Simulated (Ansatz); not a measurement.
Si3Te. The state is a singlet with charge 0. Geometry PBE-D4/def2-SVP, basis def2-TZVP, Ansatz.

Cartesian coordinates in Å:
```
Si 0.079 -0.485 -1.623
Si 1.071 0.171 1.304
Si -0.096 1.425 -0.287
Te -1.053 -1.111 0.606
```

```csv
run,HOMO (eV),LUMO (eV)
A,-5.44,-3.78
B,-6.31,-3.18
C,-8.01,-1.38
D,-5.63,-3.80
```

In the def2 sets Te takes a core potential; there is no spin–orbit coupling. Another isomer (singlet) lies 0.02 eV lower at PBE0-D4/def2-TZVP; other spin states weren't run for this one.

Problem. The runs used PBE, PBE0, r2SCAN, ωB97M-V. Estimate which is which.

Solution. A PBE (0 % exact exchange); B PBE0 (25 % exact exchange); C ωB97M-V (range-separated); D r2SCAN (0 % exact exchange). Exact exchange lowers occupied and raises empty levels; among semilocal functionals meta-GGAs tend to open the gap a little, and such runs are hard to tell apart. The gap grows from 1.66 eV (PBE) to 6.63 eV (ωB97M-V). The restricted singlet is unstable towards broken spin symmetry in Hartree–Fock (as tested in another run); at PBE-D4/def2-TZVP, PBE0-D4/def2-TZVP, ωB97M-V/def2-TZVP, r2SCAN-D4/def2-TZVP this wasn't settled.
